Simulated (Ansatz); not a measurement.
`B[SiH](Cl)[SnH3]` + `N=CS` → `N=C[S][SnH3]` + `B[SiH2]Cl`  (cleavage of the Sn–Si bond)

Isolated molecules relaxed with PBE0-D4/def2-TZVP in Ansatz; ΔE leaves out vibrations. CCSD(T)/CBS adds triple-zeta CCSD(T) − MP2 to the extrapolated MP2 energy (def2 sets, frozen cores). This one scheme is used for every species. Functionals use def2-TZVPP. B3LYP here is the variant with VWN-RPA as its local correlation; programs differ in this. def2 core potentials past Kr. For Sn outer-core shells are correlated without core-valence functions, which leaves a few kJ/mol of doubt a bond. Each species was taken in one conformer, which may not be the lowest.

```csv
level,ΔE (kcal/mol)
B2PLYP,-6.5
B3LYP,-6.8
MP2/def2-TZVPP,-3.7
SCS-MP2/def2-QZVPP,-7.8
```

**Question.** What does CCSD(T)/CBS give? (Estimate.)

**Answer.** Computed: -5.5 kcal/mol. The listed levels differ from it by -1.0, -1.3, 1.8, -2.3 kcal/mol.

Largest T1 diagnostic among the species: 0.015.

The D4 term adds +1.1 kcal/mol with B3LYP and +0.6 kcal/mol with PBE0; it sums over pairs of atoms, weighted by their polarisabilities, and B3LYP, whose exchange is more repulsive, gets the larger term. In def2-TZVPP, CCSD(T) changes the Hartree–Fock value by +17.2 kcal/mol (the triples alone add +2.5 kcal/mol) and MP2 by +18.7 kcal/mol. From PBE to PBE0 (25 % exact exchange), in def2-TZVPP and without D4, ΔE moves by −3.3 kcal/mol.
